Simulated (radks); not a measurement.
Excited configurations of Os: one electron is placed in a higher orbital outside [Xe] 4f14 5d6 6s1. The ground configuration is [Xe] 4f14 5d6 6s2. Method: scalar-relativistic Kohn-Sham, PBE, spin-polarised, spherical densities, finite nucleus; open shells are filled with parallel spins first (spin-orbit coupling, left out, can overturn this in heavy ions); Fermi nuclear charge, rms radius 5.4126 fm; computed with a radial shooting solver on a logarithmic mesh with Libxc functionals. Excitation = E - E(ground); binding = E(ion) - E, where the ion is the core of charge +1; n* = 1/sqrt(2 binding) in atomic units, and the quantum defect is n - n*.

outer orbital  excitation (eV)  binding (eV)     n*  quantum defect  eigenvalue (eV)  <r> (bohr)
5f                       7.433         0.970  3.745           1.255           -0.477       16.53
6p                       3.407         4.995  1.650           4.350           -2.514       4.164
6d                       6.706         1.697  2.832           3.168           -0.796       9.884
6f                       7.722         0.681  4.470           1.530           -0.405       27.86
7s                       5.640         2.762  2.219           4.781           -1.675       8.056
7p                       6.462         1.940  2.648           4.352           -1.150       10.63
7d                       7.322         1.081  3.548           3.452           -0.623       18.42
7f                       7.903         0.499  5.220           1.780           -0.321       41.62

The Delta-SCF ionisation energy is 8.403 eV (NIST Atomic Spectra Database: 8.438 eV, measured). Self-interaction in the functional shifts the binding energies and quantum defects, so they are the method's values and not measured ones. Open shells are spherical and high-spin; term and fine-structure splittings are not resolved. Spin-orbit splitting is averaged out at the scalar-relativistic level.
